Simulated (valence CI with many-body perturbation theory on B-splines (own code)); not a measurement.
**Energy levels of Bi77+**

Calculated by configuration interaction combined with many-body perturbation theory (CI+MBPT): four valence electrons over a frozen Dirac-Fock core [He], a basis of 11 s, 11 p, 9 d, 7 f, 5 g, 2 h, 1 i functions for each j, with the one-electron correlation potential Σ1 (screened to all orders), the two-electron term Σ2, the three-electron term Σ3, Breit, model QED; selected single and double excitations, second order for the rest (own B-spline code, finite nucleus).

No measured spectrum was set against this ion. As an estimate, large intervals hold to a few tenths of a per cent, small ones and those within an open d or f shell to about a per cent. Among the levels kept, up to 280 cm⁻¹ of a level comes from second order outside the variational space, and about a tenth of that is noise between levels of different J, which matters for small intervals.

Levels 46 to 90 of 110, with energies above the lowest level, (2s^2 2p1/2^2) J=0. "Leading %" is the weight of the configuration and term that name the level; weights of strongly mixed levels are sums over their largest components and can fall short. In the jj column 3d3/2^4 stands for four electrons in 3d with j = 3/2.

| No. | Configuration | Term | J | E (Ry) | Leading % | g | Second component | Leading jj |
| --- | --- | --- | --- | --- | --- | --- | --- | --- |
| 46 | 2s 2p2 3s | 3P | 1 | 1210.3 | 64 | 1.529 | 20 % 2s 2p2 3s 5P | 2s 2p1/2 2p3/2 3s (99 %) |
| 47 | 2s 2p2 3s | 3D | 3 | 1210.8 | 64 | 1.403 | 36 % 2s 2p2 3s 5P | 2s 2p1/2 2p3/2 3s (100 %) |
| 48 | 2s 2p2 3s | 3P | 2 | 1213.1 | 37 | 1.191 | 36 % 2s 2p2 3s 3D | 2s 2p1/2 2p3/2 3s (100 %) |
| 49 | 2s 2p2 3p | 5P° | 1 | 1216.0 | 39 | 1.843 | 30 % 2s 2p2 3p 5D° | 2s 2p1/2 2p3/2 3p1/2 (100 %) |
| 50 | 2s 2p2 3p | 5D° | 2 | 1216.8 | 45 | 1.312 | 19 % 2s 2p2 3p 3D° | 2s 2p1/2 2p3/2 3p1/2 (100 %) |
| 51 | 2s 2p2 3s | 3P | 0 | 1218.0 | 100 |  |  | 2s 2p1/2 2p3/2 3s (100 %) |
| 52 | 2s 2p2 3s | 3D | 1 | 1218.1 | 47 | 0.827 | 45 % 2s 2p2 3s 1P | 2s 2p1/2 2p3/2 3s (100 %) |
| 53 | 2s 2p2 3s | 3P | 1 | 1218.7 | 74 | 1.491 | 13 % 2s 2p2 3s 5P | 2s 2p1/2 2p3/2 3s (100 %) |
| 54 | 2s 2p2 3s | 1D | 2 | 1218.9 | 39 | 1.185 | 35 % 2s 2p2 3s 3P | 2s 2p1/2 2p3/2 3s (100 %) |
| 55 | 2s 2p2 3p | 3D° | 3 | 1219.2 | 32 | 1.183 | 28 % 2s 2p2 3p 3F° | 2s 2p1/2 2p3/2 3p1/2 (100 %) |
| 56 | 2s 2p2 3p | 3P° | 2 | 1222.8 | 44 | 1.438 | 16 % 2s 2p2 3p 3D° | 2s 2p1/2 2p3/2 3p1/2 (100 %) |
| 57 | 2s 2p2 3p | 3P° | 0 | 1225.5 | 50 |  | 27 % 2s 2p2 3p 5D° | 2s 2p1/2 2p3/2 3p1/2 (100 %) |
| 58 | 2s 2p2 3p | 3D° | 1 | 1225.6 | 59 | 0.884 | 7 % 2s 2p2 3p 5D° | 2s 2p1/2 2p3/2 3p1/2 (100 %) |
| 59 | 2s 2p2 3p | 3F° | 2 | 1225.7 | 44 | 0.898 | 23 % 2s 2p2 3p 1D° | 2s 2p1/2 2p3/2 3p1/2 (100 %) |
| 60 | 2s 2p2 3p | 1P° | 1 | 1230.2 | 29 | 1.117 | 21 % 2s 2p2 3p 3D° | 2s 2p1/2 2p3/2 3p1/2 (99 %) |
| 61 | 2p3 3s | 3P° | 2 | 1244.3 | 48 | 1.466 | 23 % 2p3 3s 5S° | 2p1/2^2 2p3/2 3s (98 %) |
| 62 | 2p3 3s | 1P° | 1 | 1245.1 | 32 | 1.125 | 27 % 2p3 3s 3D° | 2p1/2^2 2p3/2 3s (98 %) |
| 63 | 2s2 2p 3p | 3D | 3 | 1251.0 | 99 | 1.301 |  | 2s^2 2p3/2 3p3/2 (99 %) |
| 64 | 2s2 2p 3p | 1P | 1 | 1251.0 | 54 | 1.309 | 37 % 2s2 2p 3p 3S | 2s^2 2p3/2 3p3/2 (99 %) |
| 65 | 2p3 3p | 3P | 1 | 1252.0 | 32 | 1.455 | 19 % 2p3 3p 5P | 2p1/2^2 2p3/2 3p1/2 (98 %) |
| 66 | 2p3 3p | 3D | 2 | 1252.1 | 25 | 1.135 | 20 % 2p3 3p 3F | 2p1/2^2 2p3/2 3p1/2 (98 %) |
| 67 | 2s2 2p 3p | 3P | 2 | 1253.7 | 65 | 1.296 | 34 % 2s2 2p 3p 1D | 2s^2 2p3/2 3p3/2 (99 %) |
| 68 | 2s2 2p 3p | 1S | 0 | 1256.0 | 66 |  | 32 % 2s2 2p 3p 3P | 2s^2 2p3/2 3p3/2 (99 %) |
| 69 | 2s2 2p 3d | 3D° | 2 | 1258.6 | 51 | 1.020 | 23 % 2s2 2p 3d 1D° | 2s^2 2p3/2 3d3/2 (98 %) |
| 70 | 2s2 2p 3d | 3F° | 3 | 1259.3 | 53 | 1.047 | 35 % 2s2 2p 3d 1F° | 2s^2 2p3/2 3d3/2 (98 %) |
| 71 | 2s2 2p 3d | 3P° | 1 | 1259.7 | 55 | 1.050 | 38 % 2s2 2p 3d 3D° | 2s^2 2p3/2 3d3/2 (99 %) |
| 72 | 2s2 2p 3d | 3P° | 0 | 1260.2 | 99 |  |  | 2s^2 2p3/2 3d3/2 (99 %) |
| 73 | 2s 2p2 3p | 5D° | 3 | 1269.0 | 50 | 1.472 | 32 % 2s 2p2 3p 5P° | 2s 2p1/2 2p3/2 3p3/2 (100 %) |
| 74 | 2s 2p2 3p | 3P° | 1 | 1269.9 | 28 | 1.551 | 26 % 2s 2p2 3p 5P° | 2s 2p1/2 2p3/2 3p3/2 (100 %) |
| 75 | 2s2 2p 3d | 3F° | 4 | 1270.6 | 73 | 1.241 | 17 % 2s 2p2 3p 3F° | 2s^2 2p3/2 3d5/2 (73 %) |
| 76 | 2s 2p2 3p | 3D° | 2 | 1271.1 | 39 | 1.365 | 14 % 2s 2p2 3p 5P° | 2s 2p1/2 2p3/2 3p3/2 (86 %) |
| 77 | 2s2 2p 3d | 1D° | 2 | 1272.2 | 35 | 1.252 | 35 % 2s2 2p 3d 3P° | 2s^2 2p3/2 3d5/2 (80 %) |
| 78 | 2s 2p2 3p | 3F° | 4 | 1272.5 | 47 | 1.279 | 27 % 2s 2p2 3p 5D° | 2s 2p1/2 2p3/2 3p3/2 (74 %) |
| 79 | 2s 2p2 3p | 3P° | 0 | 1272.5 | 78 |  | 14 % 2s 2p2 3p 5D° | 2s 2p1/2 2p3/2 3p3/2 (100 %) |
| 80 | 2s2 2p 3d | 3D° | 3 | 1273.2 | 56 | 1.217 | 26 % 2s2 2p 3d 1F° | 2s^2 2p3/2 3d5/2 (83 %) |
| 81 | 2s 2p2 3p | 3P° | 2 | 1273.4 | 48 | 1.353 | 20 % 2s 2p2 3p 1D° | 2s 2p1/2 2p3/2 3p3/2 (95 %) |
| 82 | 2s2 2p 3d | 1P° | 1 | 1274.4 | 33 | 1.065 | 17 % 2s 2p2 3p 1P° | 2s^2 2p3/2 3d5/2 (52 %) |
| 83 | 2s 2p2 3p | 3D° | 3 | 1274.6 | 47 | 1.241 | 24 % 2s 2p2 3p 1F° | 2s 2p1/2 2p3/2 3p3/2 (85 %) |
| 84 | 2s2 2p 3d | 1P° | 1 | 1274.8 | 27 | 1.127 | 22 % 2s 2p2 3p 1P° | 2s 2p1/2 2p3/2 3p3/2 (54 %) |
| 85 | 2s 2p2 3d | 5F | 2 | 1276.0 | 44 | 1.134 | 17 % 2s 2p2 3d 3P | 2s 2p1/2 2p3/2 3d3/2 (100 %) |
| 86 | 2s 2p2 3d | 5D | 1 | 1276.3 | 47 | 1.138 | 22 % 2s 2p2 3d 5F | 2s 2p1/2 2p3/2 3d3/2 (100 %) |
| 87 | 2s 2p2 3d | 5D | 0 | 1276.6 | 82 |  | 17 % 2s 2p2 3d 3P | 2s 2p1/2 2p3/2 3d3/2 (100 %) |
| 88 | 2s 2p2 3d | 5F | 3 | 1276.8 | 46 | 1.135 | 19 % 2s 2p2 3d 3F | 2s 2p1/2 2p3/2 3d3/2 (99 %) |
| 89 | 2s 2p2 3p | 3D° | 2 | 1279.2 | 37 | 1.340 | 28 % 2s 2p2 3p 3P° | 2s 2p1/2 2p3/2 3p3/2 (100 %) |
| 90 | 2s 2p2 3d | 3G | 4 | 1279.4 | 34 | 1.112 | 21 % 2s 2p2 3d 1G | 2s 2p1/2 2p3/2 3d3/2 (99 %) |
